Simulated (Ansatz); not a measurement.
Frontier orbitals of `C[Si](C)(Cl)[GeH3]`.

The species carries charge 0 and has multiplicity 1. Correlated methods include outer-core shells of Ge, which these sets cover unevenly. Scalar relativity is left out up to krypton. The structure was optimised at the PBE0-D4/def2-TZVP level. Basis def2-TZVPP, Ansatz.

Orbital energies of one run (eV). Highest occupied ones, from the top: -7.30, -8.18, -8.92, -9.03, -9.24, -9.52, -9.87, -11.08, -11.17, -11.56, -11.63, -13.02, -15.25, -19.12. Empty: -0.10, 0.18, 0.41, 0.76, 1.29, 1.78.

(1) Which functional gave them?
A. r2SCAN0
B. revPBE
C. HSE06 (plane-wave form)
D. CAM-B3LYP

Results:

(1) C. HOMO energies: HSE06 -7.30, r2SCAN0 -7.87, revPBE -6.51, CAM-B3LYP -8.97 eV.
